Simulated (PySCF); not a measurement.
**Correlation energy of Cr⁺ (chromium, charge +1)**

[Ar] 3d5, high-spin 6S determinant. All numbers are calculated (PySCF 2.14, the non-relativistic Hamiltonian (point nucleus), in def2-QZVPPD). Frozen: [Ne]; 13 electrons correlated.

```csv
level,correlation energy (mhartree)
CCSD,-410.49
(T),-10.09
CCSD(T),-420.58
```

Diagnostics: T1 = 0.0084, D1 = 0.0183, largest double amplitude 0.017.

Cost of the coupled-cluster step: of the order of 100 core-seconds, for 13 correlated electrons.

This basis was not built for core-valence correlation, so the inner-shell part is incomplete.
